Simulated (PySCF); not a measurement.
SbF2, SMILES [F][Sb][F], multiplicity 2.

The structure is a stationary point at B3LYP-D3(BJ)/def2-TZVP. The spin state was assumed, not searched. The isomer is the one that the SMILES or the coordinates give; other isomers of the formula were not compared. The def2 effective core potentials stand for the cores of Sb; spin–orbit coupling is left out.

These are TDA-ωB97X/def2-SVPD (PySCF) values and carry that method's errors.

Vertical excitations. Isolated molecule, no solvent.

```
state    energy (eV)  λ (nm)      f                                                    main pairs
-------  -----------  ------  -----  ------------------------------------------------------------
root 1          2.60     476  0.000                                              α HOMO→LUMO 99 %
root 2          3.37     368  0.005                                            α HOMO→LUMO+1 97 %
root 3          5.31     234  0.043                                              β HOMO→LUMO 96 %
root 4          6.14     202  0.141                                            α HOMO→LUMO+2 97 %
root 5          6.43     193  0.000                                            β HOMO−1→LUMO 98 %
root 6          6.48     191  0.000                        α HOMO−1→LUMO 39 %, β HOMO→LUMO+1 51 %
root 7          6.67     186  0.000                                            β HOMO−2→LUMO 88 %
root 8          7.18     173  0.000  α HOMO−1→LUMO+1 34 %, β HOMO→LUMO+2 43 %, β HOMO−3→LUMO 12 %
root 9          7.29     170  0.001                        β HOMO−3→LUMO 80 %, β HOMO→LUMO+2 14 %
root 10         7.29     170  0.002                                            β HOMO−4→LUMO 96 %
```
Unrestricted roots are not spin-pure.
